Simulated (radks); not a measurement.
Values are calculated unless marked as measured or tabulated.
Problem. The silver ion Ag+, [Kr] 4d10. Code: a radial shooting solver on a logarithmic mesh with Libxc functionals. Model: non-relativistic Kohn-Sham, LDA (Slater exchange, Perdew-Wang correlation), spin-polarised, spherical densities, point nucleus. Every spin shell is full or empty, so the densities are truly spherical. Functionals are evaluated on that one density, not self-consistently. Rank these orbital-free kinetic functionals by their error against the exact value of the orbitals, and give that value: Thomas-Fermi, TF + vW, TF + vW/9, TF + vW/5, LC94, Thakkar, Pearson, DePristo-Kress, Ernzerhof.

Solution. Exact: 5191.56 hartree. From best to worst, with 100 (|E| - |E exact|)/|E exact| (equal figures are ties): LC94 +0.07, DePristo-Kress -0.09, Ernzerhof -0.40, Thakkar -0.55, TF + vW/9 -0.68, Pearson -0.94, TF + vW/5 +3.08, Thomas-Fermi -5.39, TF + vW +36.97.
